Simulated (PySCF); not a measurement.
Identify the unknown among the candidates.

| technique | computed result |
| --- | --- |
| Polarisability | 79.2 au [PBE0/def2-SVPD] |
| Rotational structure | rotational constants A, B, C: 8.281, 2.075, 1.693 GHz [PBE0-D3(BJ)/def2-SVP] |
| NMR, other nuclei | isotropic shieldings of nuclei other than C and H, by class: 99 (1 N), 401 (1 Si) ppm [GIAO KT2/pcSseg-2] |
| Valence photoelectron | vertical ionisation energy: 8.22 eV [ΔSCF PBE0/def2-SVPD] |
| Dipole | 1.33 D [PBE0/def2-SVPD] |
| Triplet | lowest triplet excitation (Tamm–Dancoff): 4.12 eV [TDA PBE0/def2-SVPD] |
| 1H NMR | chemical shifts (computed TMS as zero) by class: 6.76 (2 H), 6.53 (2 H), 5.23 (3 H) ppm [GIAO KT2/pcSseg-2] |
| 13C NMR | chemical shifts (computed TMS as zero) by class: 122.4 (2 C), 111.9 (2 C) ppm [GIAO KT2/pcSseg-2] |
| UV, first state | lowest singlet excitation: 5.34 eV (232 nm, f = 0.000) [TDDFT PBE0/def2-SVPD] |

The electronic properties come from PySCF, for the isolated species, density fitting. Levels stand in brackets. Isolated species at its PBE0-D3(BJ)/def2-SVP geometry, gas phase. NMR classes are plain means over equivalent atoms (diastereotopic ones count apart unless rotation or inversion swaps them), as if these changed places fast.

Problem. Which candidate is it?
A. `N#C[SiH2]C1CC1`
B. `C=CCC[SiH3]`
C. `[SiH3]n1cccc1`

Solution. C. It is `[SiH3]n1cccc1`. Numbering: `[SiH3:1][n:2]1[cH:3][cH:4][cH:5][cH:6]1`. Its formula, C4H7NSi, gives 3 degrees of unsaturation: 1 ring and 2 π bonds in the structure found (Kekulé form). 4 carbons fall into 2 classes; from least to most shielded: aromatic CH next to a ring nitrogen [C3/C6] (122.4 ppm, 2 C), aromatic CH carbon [C4/C5] (111.9 ppm, 2 C). Hydrogen classes from least to most shielded: 2 H on 2 like atoms (aromatic CH next to a ring nitrogen), C3/C6 (6.76 ppm), 2 H on 2 aromatic CH carbons, C4/C5 (6.53 ppm), 3 H on an SiH3 silicon, Si1 (5.23 ppm). The other shieldings belong to: 99 ppm, pyrrole-type nitrogen [N2]; 401 ppm, SiH3 silicon [Si1]. The first electron is taken from the HOMO, whose largest Löwdin shares are 0.27 on each of 2 atoms of one kind (aromatic CH next to a ring nitrogen), 0.15 on an aromatic CH carbon and 0.14 on an aromatic CH carbon. By its constants the optimised geometry is an asymmetric top.

The others, at the same levels:
- `N#C[SiH2]C1CC1` fails: its computed lowest singlet excitation is 6.95 eV (178 nm, f = 0.000) (against 5.34 eV), lowest triplet excitation (Tamm–Dancoff) is 5.74 eV (against 4.12 eV) and static isotropic polarisability is 73.8 au (against 79.2 au).
- `C=CCC[SiH3]` fails: it has 10 hydrogens where the 1H data count 7; its computed lowest singlet excitation is 6.99 eV (177 nm, f = 0.113) (against 5.34 eV), rotational constant A is 15.635 GHz (against 8.281 GHz) and smallest rotational constant is 1.364 GHz (against 1.693 GHz).

Each candidate is one conformer, not necessarily the lowest. Dipoles, sizes and rotational constants follow the conformer. The torsions of the flexible species, by atom-mapped SMILES:
- `[N:1]#[C:2][SiH2:3][CH:4]1[CH2:5][CH2:6]1`: C2–Si3–C4–C5 38°
- `[CH2:1]=[CH:2][CH2:3][CH2:4][SiH3:5]`: C1–C2–C3–C4 118°, C2–C3–C4–Si5 180°
